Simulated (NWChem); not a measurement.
Species: C$_{4}$H$_{4}$N$_{2}$; SMILES C=C1C=NC=N1

```xyz
10

C      0.0610    -2.0673     0.0000
C      0.0047    -0.7129     0.0000
C      1.1293     0.2513     0.0000
N      0.6653     1.4711     0.0000
C     -0.7480     1.2757     0.0000
N     -1.1841     0.0443     0.0000
H     -0.8665    -2.6598     0.0000
H      1.0278    -2.5929     0.0000
H      2.2052     0.0130     0.0000
H     -1.4172     2.1510     0.0000
```
Atoms are numbered in this order, from 1.

Computed with NWChem. Pople sets run with spherical d functions. Medium grid unless said otherwise, to which SCAN and Minnesota functionals are sensitive. Structure relaxed at the PBE-D3(BJ)/def2-SVP level. B3LYP is NWChem's, with the RPA form of VWN correlation. Total energies of different functionals are on different scales.

```
level             energy (Ha)  highest occupied level (eV)  orbital gap (eV)  dipole (D)
----------------  -----------  ---------------------------  ----------------  ----------
B3LYP/6-31G*        -264.2759                   (withheld)        (withheld)        2.56
PBE/6-31G*          -263.9576                        -6.07              2.60        2.50
M06-L/6-31G*        -264.2450                        -6.47              3.04        2.56
CAM-B3LYP/6-31G*    -264.1343                        -8.94              7.53        2.59
MN15/6-31G*         -263.9502                        -8.34              6.41        2.55
M06-2X/6-31G*       -264.1626                        -8.90              7.16        2.58
BLYP/6-31G*         -264.1847                        -5.89              2.66        2.47
r2SCAN0/6-31G*      -264.0882                        -7.89              5.27        2.66
BP86/6-31G*         -264.2791                        -6.19              2.63        2.51
LRC-wPBEh/6-31G*    -264.0064                        -9.58              8.62        2.61
```

Q: What belongs in the gaps?

A: 
- B3LYP/6-31G*, highest occupied level (eV): -7.44
- B3LYP/6-31G*, orbital gap (eV): 4.71
